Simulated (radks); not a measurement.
Radial electron density D(r) = 4 pi r^2 rho(r) of an atom or ion with 53 electrons. All-electron calculation, Dirac Kohn-Sham, exchange-only LDA, spin-unpolarised, spherical densities, point nucleus. Program: a radial shooting solver on a logarithmic mesh with Libxc functionals.

```
   r/bohr * D(r) (the largest magnitude, 94.7, reaches the edge; | marks zero)
 0.001417 |  *
 0.001649 |  *
  0.00192 |   *
 0.002235 |    *
 0.002602 |      *
 0.003029 |        *
 0.003526 |          *
 0.004105 |            *
 0.004779 |               *
 0.005564 |                  *
 0.006477 |                      *
  0.00754 |                          *
 0.008778 |                              *
  0.01022 |                                  *
   0.0119 |                                      *
  0.01385 |                                        *
  0.01612 |                                          *
  0.01877 |                                          *
  0.02185 |                                         *
  0.02544 |                                        *
  0.02961 |                                      *
  0.03448 |                                     *
  0.04014 |                                      *
  0.04672 |                                         *
  0.05439 |                                              *
  0.06332 |                                                   *
  0.07372 |                                                      *
  0.08582 |                                                      *
  0.09991 |                                                  *
   0.1154 |                                             *
   0.1343 |                                        *
   0.1564 |                                        *
    0.182 |                                           *
   0.2119 |                                              *
   0.2467 |                                             *
   0.2872 |                                      *
   0.3344 |                            *
   0.3893 |                   *
   0.4532 |               *
   0.5276 |                *
   0.6142 |                  *
    0.715 |                 *
   0.8323 |             *
    0.969 |        *
    1.128 |     *
    1.313 |    *
    1.529 |   *
     1.78 |  *
    2.072 | *
    2.412 |*
    2.808 |*
    3.269 *
    3.806 *
     4.43 *
    5.158 *
    6.004 *
     6.99 *
    8.138 *
    9.473 *
```

What is the nuclear charge?

Answer. Z = 56. The innermost maximum, from 1s, lies near gamma/Z bohr with gamma = sqrt(1 - (Z/c)^2) = 0.913, here 0.0163 bohr (found: 0.0180), and its height grows with Z. The density is that of the barium ion Ba3+ in [Kr] 4d10 5s2 5p4.5 6p0.5; the configuration itself is not fixed sharply by these data, and Z only to a few units. D(r) has 4 maxima, at r = 0.0180, 0.0792, 0.224, 0.629 bohr, and minima at 0.0348, 0.148, 0.464 bohr, inside which lie 2.01, 11.20, 29.03 electrons.
